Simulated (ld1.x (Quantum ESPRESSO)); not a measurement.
**W (Z = 74): excitation energies, all-electron against TM**

| Quantity | Value |
| --- | --- |
| Element | tungsten (W) |
| Generator | ld1.x (Quantum ESPRESSO) 7.5 |
| Type | norm-conserving Troullier–Martins (Kleinman–Bylander form) |
| Functional | LDA (PZ) |
| Relativity | scalar-relativistic |
| Frozen core | [Xe] 4f14 |
| Valence charge | 6 |
| Reference configuration | 5d4 6s0 6p0 (charge +2) |
| Partial waves | 6s (bound, empty): rc 2.65 bohr; 6p (bound, empty): rc 2.20 bohr; 5d (bound): rc 2.20 bohr |
| Local potential | the d channel |
| Core correction | Bessel-smoothed model core inside 1.05 bohr |

Energies are relative to the spin-unpolarised reference configuration 5d4 6s0 6p0; without spin polarisation the order of configurations can differ from experiment. Spin-polarised rows fill each open shell by Hund’s rule, majority spin first. Not all tests gave a result: 2 of 9 tests not solved or not reliable. Left out of the table: 5d4 6s1 6p1 (solver errors, printed error +5.2 eV); 5d4 6s0 6p2 (solver errors, printed error -146 eV). The frozen-core shift is the all-electron ΔE with the core orbitals held at their reference shape minus the fully relaxed ΔE.

| valence configuration | charge | ΔE all-electron (eV) | error AE − PS (meV) | frozen-core shift (meV) |
| --- | --- | --- | --- | --- |
| 5d4 6s2 6p0 | 0 | -25.160 | -19 | +0.5 |
| 5d4 6s1 6p0 | +1 | -16.026 | -3.9 | -0.7 |
| 5d4 6s1.5 6p0 | +0.5 | -21.416 | -11 | +0.2 |
| 5d4 6s0 6p0 (spin-polarised) | +2 | -2.364 | -10 | +35 |
| 5d4 6s2 6p0 (spin-polarised) | 0 | -27.094 | -23 | +28 |

**Question.** What are ΔE and the potential's error for 5d3 6s0 6p0?

**Answer.** ΔE = 25.705 eV all-electron; the error (AE − PS) is -115 meV.

**Question.** What are ΔE and the potential's error for 5d5 6s0 6p0?

**Answer.** ΔE = -15.175 eV all-electron; the error (AE − PS) is -44 meV.

Levels in the configuration 5d4 6s2 6p0:

| level | all-electron (eV) | pseudo (eV) |
| --- | --- | --- |
| 5d | -4.681 | -4.710 |
| 6s | -5.911 | -5.890 |

A variational frozen-core shift is positive and of second order in the change. This column holds negative values, so the frozen-core run of ld1.x carries numerical noise or an error of first order here, and the column gives no more than the rough size of the effect.

Note: ghost states, extra bound levels that the all-electron valence spectrum of the same l lacks: s at -60.9 eV, p at -16.9 eV. A true bound ghost makes a file unfit for plane-wave use.
